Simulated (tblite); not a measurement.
Species: C₂H₁₀Si₂.
Bonds: C1–Si2, Si2–C3, Si2–Si4. Hydrogens: H5, H6, H7 on C1; H8 on Si2; H9, H10, H11 on C3; H12, H13, H14 on Si4.

Computed with GFN2-xTB (tblite), gas phase: L-BFGS steps from a force-field or distance-geometry start until the largest atomic force falls under 0.01 eV/Å.

Step 1: E = -348.5494 eV
```
atom  x, y, z in Å  |  force x, y, z in eV/Å
C1     -0.6716    1.5878   -0.8276   -0.135   0.100  -0.036
Si2    -0.2940    0.1546    0.3315    0.536   0.001   0.505
C3     -1.2158   -1.3947   -0.2053   -0.177  -0.095  -0.028
Si4     1.9672   -0.2678    0.2753    0.181  -0.130   0.112
H5     -1.7323    1.8042   -0.8147   -0.108   0.176  -0.144
H6     -0.3788    1.3490   -1.8457   -0.030   0.108  -0.023
H7     -0.1359    2.4764   -0.5089   -0.043   0.048  -0.110
H8     -0.7201    0.5189    1.6998   -0.136   0.010  -0.060
H9     -2.2833   -1.2231   -0.1934   -0.221  -0.118  -0.041
H10    -0.9334   -1.6859   -1.2113   -0.018  -0.088  -0.027
H11    -0.9980   -2.2181    0.4663   -0.033  -0.072  -0.047
H12     2.2900   -1.3981    1.1881    0.081   0.313  -0.290
H13     2.7160    0.9311    0.7160    0.009  -0.316  -0.128
H14     2.3894   -0.6347   -1.0973    0.093   0.065   0.316
```

Step 2: E = -348.5696 eV
```
atom  x, y, z in Å  |  force x, y, z in eV/Å
C1     -0.6754    1.5915   -0.8295    0.030  -0.135   0.130
Si2    -0.2818    0.1544    0.3437    0.167  -0.013   0.071
C3     -1.2208   -1.3977   -0.2064    0.040   0.101   0.056
Si4     1.9708   -0.2706    0.2778    0.158  -0.053   0.034
H5     -1.7337    1.8077   -0.8176   -0.165   0.165  -0.120
H6     -0.3795    1.3513   -1.8459   -0.034   0.089  -0.026
H7     -0.1369    2.4769   -0.5112   -0.036   0.100  -0.099
H8     -0.7228    0.5190    1.6982   -0.150   0.038   0.064
H9     -2.2872   -1.2256   -0.1942   -0.222  -0.097  -0.036
H10    -0.9338   -1.6877   -1.2117   -0.030  -0.070  -0.015
H11    -0.9987   -2.2194    0.4653   -0.056  -0.095  -0.042
H12     2.2916   -1.3914    1.1819    0.127   0.156  -0.161
H13     2.7161    0.9245    0.7133    0.065  -0.226  -0.089
H14     2.3913   -0.6334   -1.0907    0.105   0.041   0.234
```

**Question.** Estimate the geometry and energy of step 3. (The exact step hangs on the optimiser's Hessian estimate; all steps are aligned on step 2, rigid shifts and turns removed.)

**Answer.** E = -348.5806 eV, largest force 0.214 eV/Å
```
atom  x, y, z in Å  |  force x, y, z in eV/Å
C1     -0.6775    1.5916   -0.8284    0.036  -0.152   0.147
Si2    -0.2715    0.1538    0.3522   -0.094  -0.010  -0.140
C3     -1.2234   -1.3975   -0.2060    0.066   0.130   0.069
Si4     1.9759   -0.2731    0.2798    0.070   0.023  -0.025
H5     -1.7373    1.8128   -0.8217   -0.077   0.108  -0.084
H6     -0.3806    1.3543   -1.8463   -0.040   0.063   0.010
H7     -0.1383    2.4791   -0.5146   -0.046   0.086  -0.084
H8     -0.7275    0.5199    1.6986   -0.138   0.044   0.106
H9     -2.2933   -1.2290   -0.1954   -0.101  -0.079  -0.027
H10    -0.9346   -1.6900   -1.2120   -0.043  -0.031   0.031
H11    -1.0002   -2.2220    0.4638   -0.072  -0.068  -0.052
H12     2.2952   -1.3847    1.1753    0.173  -0.013  -0.023
H13     2.7177    0.9162    0.7100    0.136  -0.108  -0.042
H14     2.3947   -0.6318   -1.0823    0.130   0.008   0.113
```

The energy changes by -0.0110 eV. The first-order estimate −F·Δx gives -0.0165 eV and the mean of the old and new forces, exact on a quadratic surface, -0.0110 eV. The step makes an angle of 28° with the force vector and moves no atom by more than 0.013 Å.

What follows is the cost of the whole relaxation. On one thread, Intel Xeon Platinum 8375C at 2.90 GHz (x86_64), no GPU, shared host with 128 logical CPUs at a one-minute load of 41, this took 0.19 s of wall time.
